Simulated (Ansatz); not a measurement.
Species: CH$_{3}$Si, charge 0, doublet. CH3Si (SMILES [CH]=[SiH2], doublet).
B3LYP-D3(BJ)/def2-TZVP minimum from Ansatz (a program for electronic structure):
```xyz
5

C     -1.1588    -0.2310    -0.0465
Si     0.4752     0.0947     0.0191
H     -2.2080    -0.4401    -0.0887
H      1.4943    -0.9666     0.1040
H      1.0136     1.4665    -0.0033
```
Charge 0, spin multiplicity 2.

Total energies in cc-pV(D+d)Z, 11 correlated electrons, 6 frozen orbitals. UHF or UKS for unpaired electrons; spin-orbit terms are left out. Correlated methods leave the cores frozen. No relativity. The UHF reference of CH3Si ([CH]=[SiH2], doublet) is spin-contaminated (<S^2> up to 0.40 over the pure value in the sets run).

```json
[
 {"method": "HF", "program": "Ansatz", "energy (Eh)": "-328.43279", "minus CCSDT(Q) (mEh)": "247.07"},
 {"method": "MP2", "program": "Ansatz", "energy (Eh)": "-328.62230", "minus CCSDT(Q) (mEh)": "57.56"},
 {"method": "CCSD", "program": "Ansatz", "energy (Eh)": "-328.66874", "minus CCSDT(Q) (mEh)": "11.13"},
 {"method": "CCSD(T)", "program": "Ansatz", "energy (Eh)": "-328.67694", "minus CCSDT(Q) (mEh)": "2.92"},
 {"method": "CCSDT(Q)", "program": "Ansatz", "energy (Eh)": "-328.67987", "minus CCSDT(Q) (mEh)": "0.00"}
]
```

Rough core times of Ansatz's runs on a shared machine: CCSD(T) under 20 s, CCSDT(Q) 50 s.
